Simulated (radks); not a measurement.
Results of a calculation; reference values are marked as such.
Cr II, configuration [Ar] 3d5 (the NIST ground configuration).

Code: a radial shooting solver on a logarithmic mesh with Libxc functionals. Model: scalar-relativistic Kohn-Sham, r2SCAN, spin-unpolarised, spherical densities, finite nucleus; meta-GGA in the generalised Kohn-Sham scheme; Fermi nuclear charge, rms radius 3.6452 fm.

Energy parts (eV):
total: -28584.029
kinetic: 28874.187
electron-nucleus: -68052.628
Hartree: 11918.502
exchange-correlation: -1324.089

Orbitals (lengths in bohr, moments of r in powers of bohr):
orbital,occ.,eigenvalue (eV),<1/r>,<r^4>
1s,2,-5910.251,23.88,0.00007615
2s,2,-682.2037,5.070,0.01793
2p,6,-573.0877,4.955,0.01411
3s,2,-83.6317,1.558,1.450
3p,6,-53.9300,1.416,2.175
3d,5,-9.6417,0.9926,21.30

The highest occupied level is 3d at -9.642 eV. Summed over all electrons, <r^2> = 22.76 bohr^2, which gives a Langevin (diamagnetic) susceptibility term of -18 x 10^-6 cm^3/mol. The electron density at the nucleus is 1.15e+04 e/bohr^3 (large components only).
